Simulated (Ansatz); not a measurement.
Reaction R1 + R2 → P1 + P2, each structure at its B3LYP-D3(BJ)/def2-TZVP stationary point, reached from a drawn start (curvature not checked).
R1: H2O (SMILES O), charge 0, multiplicity 1.
P1, NH3 (SMILES N) (charge 0, multiplicity 1):
| atom | x (Å) | y (Å) | z (Å) |
|---|---|---|---|
| N | 0.0000 | 0.0000 | 0.2791 |
| H | 0.0000 | 0.9428 | -0.0931 |
| H | 0.8165 | -0.4714 | -0.0931 |
| H | -0.8165 | -0.4714 | -0.0931 |
P2, H6OSi2 (SMILES [SiH3]O[SiH3]) (charge 0, multiplicity 1):
```xyz
9

Si     1.5460    -0.3225     0.0497
O     -0.0136    -0.1811    -0.4256
Si    -1.5481     0.2950    -0.1143
H      2.3088    -0.9640    -1.0418
H      2.1148     1.0157     0.3346
H      1.6321    -1.1543     1.2729
H     -2.0700    -0.4156     1.0766
H     -2.3831    -0.0278    -1.2905
H     -1.5870     1.7545     0.1384
```
R2: H7NSi2 (SMILES [SiH3]N[SiH3]), charge 0, multiplicity 1.

P less R. No zero-point or thermal terms.

Correlated levels freeze the cores.

Programs: Ansatz (Gaussian basis) for Hartree–Fock, density functionals and correlated methods. No computed number here is a measurement.

Total energies in hartree:

| structure | PBE/def2-TZVPP | PBE0/def2-TZVPP | CCSD(T)/cc-pV(Q+d)Z |
|---|---|---|---|
| R1 | -76.380147 | -76.380766 | -76.359711 |
| P1 | -56.510610 | -56.515727 | -56.492970 |
| P2 | -657.536664 | -657.603842 | -656.973653 |
| R2 | -637.634999 | -637.705762 | -637.071528 |

Task: Work out the reaction energy at each level in kcal/mol (1 hartree = 627.50947 kcal/mol), and say how far PBE/def2-TZVPP lies from CCSD(T)/cc-pV(Q+d)Z.

Result: 
- PBE/def2-TZVPP: (-56.510610) + (-657.536664) − (-76.380147) − (-637.634999) = -0.032128 hartree = -20.16 kcal/mol
- PBE0/def2-TZVPP: (-56.515727) + (-657.603842) − (-76.380766) − (-637.705762) = -0.033041 hartree = -20.73 kcal/mol
- CCSD(T)/cc-pV(Q+d)Z: (-56.492970) + (-656.973653) − (-76.359711) − (-637.071528) = -0.035384 hartree = -22.20 kcal/mol
PBE/def2-TZVPP less CCSD(T)/cc-pV(Q+d)Z: 2.04 kcal/mol. CCSD(T)/cc-pV(Q+d)Z is the level counted from, the highest shown, and no exact or measured value.

Ansatz is a first-principles code.
